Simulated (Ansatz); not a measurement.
`[CH3][GeH2][Se]C` and `C[Se][GeH2][BH][InH2]` differ in one atom or group.

Ansatz, PBE0-D4/def2-TZVP geometries, multiplicity 1. Each molecule was computed in one conformer, which needn't be the lowest.

Elements past krypton have def2 core potentials. Scalar relativity is left out up to krypton.

| property | `[CH3][GeH2][Se]C` |
| --- | --- |
| HOMO energy (PBE0/def2-TZVPP) / eV | -6.33 |
| LUMO energy (PBE0/def2-TZVPP) / eV | 0.11 |
| HOMO–LUMO gap (PBE0/def2-TZVPP) / eV | 6.45 |
| size of the dipole moment (B3LYP/def2-TZVPP) / D | 1.81 |
| HOMO–LUMO gap (PBE/def2-TZVPP) / eV | 4.45 |
| HOMO energy (B3LYP/def2-TZVPP) / eV | -6.11 |

(1) What does the change do to each property? (Estimate.)

Answers

(1) Computed: 
```tsv
property	`C[Se][GeH2][BH][InH2]`	shift
HOMO energy (PBE0/def2-TZVPP) / eV	-6.72	-0.39
LUMO energy (PBE0/def2-TZVPP) / eV	-2.72	-2.83
HOMO–LUMO gap (PBE0/def2-TZVPP) / eV	4.00	-2.45
size of the dipole moment (B3LYP/def2-TZVPP) / D	2.63	0.82
HOMO–LUMO gap (PBE/def2-TZVPP) / eV	2.08	-2.37
HOMO energy (B3LYP/def2-TZVPP) / eV	-6.55	-0.44
```

With PBE0 the HOMO falls by 0.39 eV and the LUMO falls by 2.83 eV, so the gap narrows by about 2.44 eV. PBE moves the HOMO by -0.49 eV and ωB97M-V by -0.29 eV. The zero-point energy changes by -33.9 kJ/mol with +3 modes. Dipoles are sizes alone; their direction can turn.

B3LYP here is the variant with VWN-RPA as its local correlation; programs differ in this.

Spin–orbit coupling is left out; it splits and shifts lone-pair levels of the heavy atoms by tenths of an eV.
